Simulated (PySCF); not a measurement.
Molecule: SMILES OCc1ccccn1, C$_{6}$H$_{7}$NO.

Atom-mapped SMILES (the numbers label the heavy atoms): `[OH:1][CH2:2][c:3]1[cH:4][cH:5][cH:6][cH:7][n:8]1`. Hydrogens are named by the atom that carries them.

Geometry PBE0-D3(BJ)/def2-SVP throughout; GIAO in PySCF 2.14.0 with density-fitted response routines, gas phase, one conformer, non-relativistic; equivalent atoms averaged; functional PBE0.

Question: How do the shifts δ (against H2O, TMS, NH3 at the same level) depend on the basis set? (a selection of nuclei; ppm; last column core-seconds on shared hosts with different chips, so compare them loosely)

Answer: 
```csv
basis set,functions,O1,C5,C4,C6,C2,N8,H(C7),H(C4),H(C2),core-s
STO-3G,47,-26.8,113.9,107.5,107.1,52.6,240.2,8.36,6.99,3.14,3.6
pcSseg-0,86,-9.3,146.2,131.2,132.4,67.4,338.1,8.85,7.03,5.15,8.2
6-31G,86,-13.7,131.3,117.6,119.0,60.4,292.2,8.79,7.14,4.86,7.5
6-31G*,126,-9.6,130.1,115.0,116.1,60.7,281.9,8.57,6.93,4.76,11
cc-pVDZ,147,4.4,135.3,120.5,121.6,61.3,304.7,8.57,6.99,4.73,18
def2-SVP,147,2.7,134.2,118.8,119.7,60.5,304.0,8.36,6.96,4.61,16
pcSseg-1,171,0.2,142.1,124.9,126.7,64.5,325.6,8.65,7.15,4.88,22
aug-cc-pVDZ,247,8.0,134.4,118.7,120.2,61.4,301.2,8.91,7.34,4.88,37
"6-311+G(2d,p)",258,5.4,139.9,123.0,124.4,63.6,315.2,8.82,7.28,4.86,30
def2-TZVP,290,5.9,141.6,124.6,125.9,65.3,322.5,8.79,7.29,4.83,48
```

Question: Which nucleus among those listed moves most, in ppm?

Answer: N8 (pyridine-type ring nitrogen): from 240.2 ppm with STO-3G to 338.1 ppm with pcSseg-0. The smallest spread is 0.41 ppm, at H(C4). Proton shifts span only some 12 ppm, so a few tenths of a ppm matter as much there as several ppm in carbon.

Question: Taking the largest basis, def2-TZVP (290 functions), as the yardstick, rank the others by their worst heavy-atom deviation.

Answer: pcSseg-1 5.7 ppm (171 functions), 6-311+G(2d,p) 7.2 ppm (258 functions), pcSseg-0 15.7 ppm (86 functions), cc-pVDZ 17.8 ppm (147 functions), def2-SVP 18.5 ppm (147 functions), aug-cc-pVDZ 21.3 ppm (247 functions), 6-31G 30.3 ppm (86 functions), 6-31G* 40.5 ppm (126 functions), STO-3G 82.2 ppm (47 functions).

A small basis that lands close on one nucleus may do so by chance; judge by the trend and by all nuclei.
